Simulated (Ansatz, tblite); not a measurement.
Forces on [GaBr6]3- (GaBr6³⁻) at its r2SCAN-D4/def2-SVPD geometry. The state is a singlet with charge -3.

The xTB rows come from tblite. A multiply charged anion in the gas phase is held together partly by the finite basis. At PBE-D4/def2-SVP the highest occupied level of the charge -3 singlet lies above zero (up to 6.05 eV). By energy differences it is unbound by 3.88 eV (vertical, against the charge -2 doublet, at PBE-D4/def2-SVP) and held by the finite basis.

GFN2-xTB (tblite), largest force 0.17 eV/Å:

```xyz
7
positions Å, forces eV/Å
Ga    0.000    0.000    0.000    0.000    0.000    0.000
Br    1.520    2.027    0.755    0.098    0.131    0.049
Br   -1.520   -2.027   -0.756   -0.098   -0.131   -0.049
Br   -0.438   -0.616    2.534   -0.028   -0.040    0.163
Br    0.438    0.616   -2.533    0.028    0.040   -0.164
Br    2.119   -1.582   -0.018    0.136   -0.102   -0.001
Br   -2.119    1.582    0.018   -0.136    0.102    0.001
```

PBE-D4/def2-SVP (Ansatz), largest force 0.16 eV/Å:

```
Ga 0.000 0.000 0.000
Br 0.091 0.121 0.045
Br -0.091 -0.121 -0.045
Br -0.026 -0.037 0.151
Br 0.026 0.037 -0.152
Br 0.126 -0.094 -0.001
Br -0.126 0.094 0.001
```
